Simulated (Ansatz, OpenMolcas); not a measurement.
C2H5BClF (SMILES BC(F)CCl): methods side by side

C2H5BClF has 10 atoms, charge 0, and is taken as a singlet. As SMILES, `BC(F)CCl`. The coordinates come from a PBE0-D4/def2-TZVP relaxation. This is one conformer, not always the lowest.

| atom | x (Å) | y (Å) | z (Å) |
| --- | --- | --- | --- |
| B | -1.3092 | -0.7117 | -0.2812 |
| C | 0.1789 | -0.4968 | 0.1265 |
| F | 0.5203 | -1.0803 | 1.3360 |
| C | 0.6553 | 0.9349 | 0.1000 |
| Cl | 2.4287 | 1.0678 | 0.2063 |
| H | -2.0103 | -1.4508 | 0.3369 |
| H | -1.7074 | -0.1723 | -1.2706 |
| H | 0.7285 | -1.0462 | -0.6651 |
| H | 0.2485 | 1.4918 | 0.9437 |
| H | 0.3498 | 1.4128 | -0.8297 |

Quantity: the vertical ionisation energy (to the doublet cation), in eV. The values are calculated.

| level | kind | program | value (eV) | CPU time (all runs) |
| --- | --- | --- | --- | --- |
| SVWN5/def2-SVP | LDA | Ansatz | 10.32 | 18 s |
| revPBE/def2-SVP | GGA | Ansatz | 10.14 | 27 s |
| BHLYP/def2-SVP | global hybrid | Ansatz | 11.02 | 39 s |
| M06-2X/def2-SVP | hybrid meta-GGA | OpenMolcas | 11.09 | 6.2 min |
| CAM-B3LYP/def2-SVP | range-separated hybrid | Ansatz | 10.96 | 42 s |
| wB97X/def2-SVP | range-separated hybrid | Ansatz | 11.12 | 3.1 min |
| B2PLYP/def2-SVP | double hybrid | Ansatz | 10.84 | 55 s |
| MP2/def2-SVP | perturbation theory | Ansatz | 11.09 | 27 s |

The values span 10.14 to 11.12 eV. CPU times are rough (shared hosts, several kinds of processor and program).
